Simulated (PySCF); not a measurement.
**C20H28: Orbital levels and atomic charges**

System: C20H28 (nanocrystal C).

Cartesian coordinates (Å):
```
  1 C    -1.531   -1.631   -2.237
  2 C    -1.550   -1.641    0.385
  3 C    -1.506   -0.204   -0.128
  4 C    -1.519   -0.208   -1.676
  5 C     0.923   -1.682   -2.245
  6 C    -0.318   -2.376   -0.135
  7 C    -0.316   -2.382   -1.688
  8 C     0.997   -1.673    1.955
  9 C     0.936   -1.678    0.415
 10 C    -0.263    1.961   -0.163
 11 C    -0.237    1.938   -1.700
 12 C    -0.268    0.500   -2.195
 13 C     0.969   -0.253   -0.147
 14 C     0.961   -0.259   -1.693
 15 C     0.923    2.841    1.915
 16 C     0.889    2.809    0.380
 17 C    -0.189    1.987    2.516
 18 C    -0.229    0.561    1.950
 19 C    -0.243    0.523    0.395
 20 C     0.920   -0.264    2.538
 21 H    -1.467   -1.588   -3.327
 22 H    -2.460   -2.145   -1.993
 23 H    -2.465   -2.134    0.055
 24 H    -1.571   -1.662    1.473
 25 H    -2.388    0.333    0.242
 26 H    -2.405    0.326   -2.040
 27 H     0.861   -1.648   -3.335
 28 H     1.835   -2.224   -1.994
 29 H    -0.333   -3.409    0.231
 30 H    -0.339   -3.416   -2.049
 31 H     1.932   -2.129    2.286
 32 H     0.193   -2.286    2.366
 33 H     1.815   -2.220    0.057
 34 H    -1.203    2.421    0.159
 35 H    -1.093    2.482   -2.104
 36 H     0.667    2.427   -2.070
 37 H    -0.274    0.496   -3.291
 38 H     1.887    0.229    0.195
 39 H     1.860    0.244   -2.067
 40 H     0.811    3.866    2.275
 41 H     1.889    2.485    2.275
 42 H     0.782    3.821   -0.015
 43 H     1.830    2.416   -0.008
 44 H    -1.150    2.474    2.340
 45 H    -0.054    1.932    3.599
 46 H    -1.164    0.123    2.315
 47 H     1.867    0.247    2.362
 48 H     0.789   -0.331    3.622
```

Method: PBE0/def2-SVP, gas phase, PySCF, fitting set def2-universal-JFIT up to Ne and JKFIT beyond, grid level 1.

Question: Give the orbital energies near the gap.

Answer: 
```json
{"orbital": "HOMO-4", "eV": "-8.15"}
{"orbital": "HOMO-3", "eV": "-8.03"}
{"orbital": "HOMO-2", "eV": "-7.35"}
{"orbital": "HOMO-1", "eV": "-6.98"}
{"orbital": "HOMO", "eV": "-6.94"}
{"orbital": "LUMO", "eV": "1.28"}
{"orbital": "LUMO+1", "eV": "1.76"}
{"orbital": "LUMO+2", "eV": "1.94"}
{"orbital": "LUMO+3", "eV": "2.16"}
```

Question: Give the partial charges of the non-hydrogen atoms.

Answer: 
```json
{"atom": "C1", "Mulliken": "0.17", "IAO": "-0.25", "Hirshfeld": "-0.07"}
{"atom": "C2", "Mulliken": "0.18", "IAO": "-0.25", "Hirshfeld": "-0.08"}
{"atom": "C3", "Mulliken": "-0.06", "IAO": "-0.12", "Hirshfeld": "-0.03"}
{"atom": "C4", "Mulliken": "-0.12", "IAO": "-0.12", "Hirshfeld": "-0.03"}
{"atom": "C5", "Mulliken": "0.19", "IAO": "-0.25", "Hirshfeld": "-0.07"}
{"atom": "C6", "Mulliken": "-0.12", "IAO": "-0.12", "Hirshfeld": "-0.02"}
{"atom": "C7", "Mulliken": "-0.18", "IAO": "-0.11", "Hirshfeld": "-0.02"}
{"atom": "C8", "Mulliken": "0.10", "IAO": "-0.26", "Hirshfeld": "-0.07"}
{"atom": "C9", "Mulliken": "-0.08", "IAO": "-0.11", "Hirshfeld": "-0.02"}
{"atom": "C10", "Mulliken": "-0.11", "IAO": "-0.11", "Hirshfeld": "-0.02"}
{"atom": "C11", "Mulliken": "0.23", "IAO": "-0.26", "Hirshfeld": "-0.07"}
{"atom": "C12", "Mulliken": "-0.12", "IAO": "-0.10", "Hirshfeld": "-0.03"}
{"atom": "C13", "Mulliken": "0.00", "IAO": "-0.12", "Hirshfeld": "-0.03"}
{"atom": "C14", "Mulliken": "-0.10", "IAO": "-0.12", "Hirshfeld": "-0.03"}
{"atom": "C15", "Mulliken": "-0.03", "IAO": "-0.26", "Hirshfeld": "-0.07"}
{"atom": "C16", "Mulliken": "0.03", "IAO": "-0.25", "Hirshfeld": "-0.07"}
{"atom": "C17", "Mulliken": "0.06", "IAO": "-0.25", "Hirshfeld": "-0.07"}
{"atom": "C18", "Mulliken": "-0.10", "IAO": "-0.11", "Hirshfeld": "-0.02"}
{"atom": "C19", "Mulliken": "-0.29", "IAO": "0.01", "Hirshfeld": "0.02"}
{"atom": "C20", "Mulliken": "0.04", "IAO": "-0.25", "Hirshfeld": "-0.07"}
```
